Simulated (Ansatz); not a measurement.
Relaxation of BF₂H₂N (6 atoms, charge 0, multiplicity 1), to a largest force component of 0.02 eV/Å in at most 40 steps.

All numbers below come from Ansatz, RKS B3LYP-D4/STO-3G.

```xyz
6
Properties=species:S:1:pos:R:3
B 0.000 0.000 0.000
F 0.000 0.000 1.320
N 1.342 0.000 -0.775
H 1.809 -0.918 -1.027
H 1.794 0.918 -1.053
F -1.143 0.000 -0.660
```

Problem. Where does it end, and by what steps?

Solution. It converged. Limits of this set-up: minimal basis. After 8 steps the energy has fallen by 1.095 eV; H4 moved furthest, 0.85 Å.

| step | energy less start (eV) | largest force component (eV/Å) | accepted |
| --- | --- | --- | --- |
| 0 | 0.0000 | 3.010 | yes |
| 1 | -0.2046 | 1.481 | yes |
| 2 | -0.3613 | 1.388 | yes |
| 3 | -0.5737 | 2.739 | yes |
| 4 | -0.9263 | 1.001 | yes |
| 5 | -1.0854 | 0.189 | yes |
| 6 | -1.0897 | 0.321 | yes |
| 7 | -1.0954 | 0.033 | yes |
| 8 | -1.0954 | 0.010 | yes |

```xyz
6
Properties=species:S:1:pos:R:3
B 0.046 0.000 -0.027
F -0.052 -0.620 1.154
N 1.280 0.000 -0.739
H 2.140 -0.464 -0.396
H 1.413 0.464 -1.656
F -1.025 0.620 -0.532
```

Run time: 11 s on 1 thread of Arm Neoverse V1, with other jobs on the host, peak memory 0.11 GiB.
